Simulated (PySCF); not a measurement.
A structure optimised at PBE-D3(BJ)/def2-SVP, used in a PySCF frequency run:

```xyz
15

C     -1.3720    -1.0254     0.6489
C     -0.7535    -0.1433    -0.1586
C     -1.2919     0.2699    -1.5030
C      0.5511     0.5070     0.2611
C      1.7347     0.1303    -0.6254
F      0.8699     0.1646     1.5756
H     -0.9420    -1.2891     1.6256
H     -2.3230    -1.4952     0.3532
H     -0.6323    -0.0660    -2.3319
H     -1.3636     1.3762    -1.5875
H     -2.2984    -0.1546    -1.6797
H      0.4117     1.6160     0.2392
H      2.6585     0.6094    -0.2468
H      1.5762     0.4603    -1.6706
H      1.8740    -0.9691    -0.6201
```
Charge 0, spin multiplicity 1.

Problem. Write its SMILES and formula.

Solution. C=C(C)[C@H](C)F, C₅H₉F

Problem. What are its rotational constants (standard atomic weights)?

Solution. 4.6645, 3.0023, 2.0772 GHz
